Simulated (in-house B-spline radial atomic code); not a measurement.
A run on Tc5+ (an excited or competing configuration) that did not converge. Method: scalar-relativistic (X2C) wB97X, spin-polarised, spherical fractional occupations, exact exchange averaged over the configuration, Fermi nucleus of rms radius 4.41117 fm; computed with an all-electron radial atomic-structure program (B-spline basis).

Command:
```bash
python run_scf.py task.json out
```
Settings (nuclear radius in fm, mass in u):
```
Z                43
configuration    [Kr] 4d1 5f1
hamiltonian      x2c
method           wb97x
spin_polarised   True
nucleus          fermi
rms_radius       4.41117
atomic_mass      96.90636
speed_of_light   137.035999084
exact_exchange   averaged over the configuration
```

First and last ten iterations of the last attempt (damped for 15 steps, keeping 80 % of the old Fock matrix, then DIIS):
```
 iter        energy (Eh)    residual
    1       -4271.556566    5.70e-01
    2       -4276.929947    2.55e-01
    3       -4277.503242    1.72e-01
    4       -4277.781687    1.19e-01
    5       -4277.917095    8.75e-02
    6       -4277.983511    6.48e-02
    7       -4278.016211    4.83e-02
    8       -4278.032502    3.61e-02
    9       -4278.040742    2.71e-02
   10       -4278.044858    2.04e-02
  111       -4278.049713    3.87e-06
  112       -4278.049713    3.88e-06
  113       -4278.049713    2.54e-06
  114       -4278.049713    1.43e-05
  115       -4278.049713    3.31e-06
  116       -4278.049713    2.52e-06
  117       -4278.049713    2.49e-06
  118       -4278.049713    3.52e-06
  119       -4278.049713    4.02e-06
  120       -4278.049713    2.63e-06
 not converged after 120 iterations
```

The smallest residual met was 2.5e-06; the threshold is about 4e-07. Over the last five steps the energy moves by less than 1e-08 hartree, but the orbitals didn't meet the threshold. Time taken, with all properties: 40 s on 1 thread of Intel(R) Xeon(R) Platinum 8259CL CPU @ 2.50GHz, with other jobs on the host.
